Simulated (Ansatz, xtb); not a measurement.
# Relaxing a trial structure of AlFHOSi

The starting geometry of this gas-phase doublet was built from a drawn formula by distance geometry and a force field; its bonds are those of `O=[Si](F)[AlH]`.

```tsv
atom	x (Å)	y (Å)	z (Å)
Al	-0.0733	0.1612	1.4494
F	-0.7292	1.0733	-1.8659
O	-2.7654	1.5591	-0.0568
Si	-1.3394	1.0721	-0.3280
H	-0.6745	0.1076	2.9543
```

Task: Predict what it relaxes into with r2SCAN-D4/def2-SVP.

Result: It keeps its bonds, and is `O=[Si](F)[AlH]`.

The energy falls by 0.27 eV over 15 steps:

| step | E − E(last) (eV) |
| --- | --- |
| 1 | 0.271 |
| 3 | 0.133 |
| 4 | 0.127 |
| 6 | 0.100 |
| 7 | 0.065 |
| 9 | 0.013 |
| 10 | 0.002 |
| 12 | 0.001 |
| 13 | 0.000 |
| 15 | 0.000 |

Final geometry (Å):

```xyz
5

Al   -0.5760   -0.2750    1.5046
F    -0.4587    1.3154   -1.5489
O    -2.9795    1.4345   -0.3467
Si   -1.4834    1.0794   -0.3114
H    -0.0841    0.4189    2.8555
```

From the same start GFN2-xTB ends elsewhere, at `O=[Si][AlH][F]`.

The end wasn't checked by frequencies. Open shells are spin-unrestricted. Run with Ansatz 0.2.0, 4.2 min on 1 thread of AMD EPYC (Zen 3), with other jobs on the host.
